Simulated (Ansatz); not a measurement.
`[SiH3][GeH2][B](Cl)Cl`, relaxed with RKS PBE0-D4/def2-TZVP in the Gaussian-basis code of Ansatz from a PBE-D4/def2-SVP geometry. The force threshold is 0.005 eV/Å; the program also tests the step.

Total charge 0; spin multiplicity 1.

Start:

```xyz
10

Si   -0.800   -1.174    0.976
Ge    0.087    0.953    0.309
B     0.945    0.694   -1.554
Cl    2.445   -0.217   -1.695
Cl    0.163    1.266   -3.021
H    -1.453   -1.089    2.330
H     0.319   -2.179    1.032
H    -1.819   -1.641   -0.029
H     1.156    1.370    1.356
H    -1.044    2.016    0.297
```

(1) By how much does the energy fall, and how many steps does the optimiser take? (Estimate.)

(2) Which bonds change most? (An estimate is asked.)

(3) Give the relaxed structure. (Estimate.)

Answers

(1) Computed: 0.03 eV, in 14 steps, 3 of them rejected.

(2) Ansatz gave: Si1–H8 from 1.505 to 1.486 Å; Si1–H7 from 1.505 to 1.486 Å; Si1–H6 from 1.505 to 1.486 Å; B3–Cl4 from 1.760 to 1.743 Å.

(3) Computed: 
```xyz
10

Si   -0.840   -1.166    0.959
Ge    0.133    0.920    0.333
B     0.966    0.685   -1.536
Cl    2.604    0.114   -1.713
Cl    0.022    0.967   -2.974
H    -1.470   -1.063    2.302
H     0.212   -2.216    0.993
H    -1.875   -1.551   -0.036
H     1.207    1.308    1.362
H    -0.959    2.003    0.309
```
